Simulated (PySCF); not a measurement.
# `Cc1pc([SiH3])c[p-]1`: 4 charge schemes on one density

Compound: C4H7P2Si (charge -1).
Z-matrix (Å and degrees, GFN2-xTB geometry), rows numbered from 1:
```
C 
C   1  1.5061
P   2  1.7356  1  120.78
C   3  1.7641  2   94.68  1  -179.94
Si  4  1.8565  3  121.02  2   179.93
C   4  1.3769  3  115.37  2     0.03
P   6  1.7388  4  118.89  3    -0.05
H   1  1.0928  2  111.03  3  -120.36
H   1  1.0914  2  109.93  3    -0.18
H   1  1.0928  2  111.03  3   119.98
H   5  1.4754  4  113.94  3    60.70
H   5  1.4753  4  113.93  3   -60.18
H   5  1.4756  4  110.73  3  -179.75
H   6  1.0858  4  121.65  3  -180.00
```

Density: PBE0/pcSseg-1 (PySCF); schemes: Mulliken, IAO, Hirshfeld and ESP-fitted. Isolated species at its GFN2-xTB geometry, gas phase. The pcSseg-1 basis has no diffuse functions, a weakness for an anion.

Task: Atoms with like bonding are taken together and averaged. For which atoms does the sign change between the 4 schemes (beyond +0.03 e in one, beyond −0.03 e in another)?

Result: C2, P3 and P7.

Task: Do the Mulliken, IAO, Hirshfeld and ESP-fitted schemes agree on where the charge is highest?

Result: The schemes don't all agree: Mulliken Si5 (+0.562); IAO Si5 (+0.590); Hirshfeld Si5 (+0.235); ESP-fitted C2 (+0.357).

Task: What partial charge does each atom carry?

Result: In e; atoms taken as equivalent share a row and are averaged (×n: the atom named and its like, n in all):

```
       atom                  environment  Mulliken     IAO  Hirshfeld  ESP-fitted
         C1         benzylic-type carbon    -0.150  -0.404     -0.147      -0.558
         C2  substituted aromatic carbon    -0.782  -0.472     -0.154      +0.357
         P3     phosphorus bonded to 2 C    +0.242  +0.112     -0.132      -0.474
         C4  substituted aromatic carbon    -0.632  -0.548     -0.212      -0.114
        Si5                 SiH3 silicon    +0.562  +0.590     +0.235      +0.353
         C6           aromatic CH carbon    -0.323  -0.402     -0.170      -0.197
         P7     phosphorus bonded to 2 C    +0.188  +0.092     -0.155      -0.489
  H8/H9/H10              methyl hydrogen    +0.091  +0.126     +0.019      +0.131
H11/H12/H13                Si–H hydrogen    -0.145  -0.155     -0.109      -0.139
        H14            aromatic hydrogen    +0.056  +0.118     +0.004      +0.146
```

Mean size of the charges over all atoms: Mulliken 0.260 e, IAO 0.256 e, ESP-fitted 0.250 e, Hirshfeld 0.114 e. Each set sums to the total charge, -1, to within 0.001 e. The ESP scheme fits charges at the nuclei, held to the total charge, to the electrostatic potential on points at 1.4 to 2.0 times the van der Waals radii. The Mulliken scheme counts on each atom the diagonal of the density matrix times the overlap matrix over that atom's basis functions.

Some averages cover members that differ in this geometry: H11/H12/H13, ESP-fitted -0.165 to -0.126 e.

Task: How closely do the schemes follow one another over all atoms?

Result: Correlation coefficient and root-mean-square difference: Mulliken with IAO 0.93, 0.122 e; IAO with Hirshfeld 0.86, 0.213 e; Mulliken with Hirshfeld 0.72, 0.265 e; Hirshfeld with ESP-fitted 0.63, 0.231 e; IAO with ESP-fitted 0.30, 0.347 e; Mulliken with ESP-fitted -0.03, 0.445 e.

Task: Sum the charges by element, for elements with more than one atom.

Result: 
| element | atoms | Mulliken | IAO | Hirshfeld | ESP-fitted |
| --- | --- | --- | --- | --- | --- |
| C | 4 | -1.887 | -1.825 | -0.683 | -0.511 |
| P | 2 | +0.430 | +0.204 | -0.287 | -0.963 |
| H | 7 | -0.106 | +0.031 | -0.266 | +0.121 |
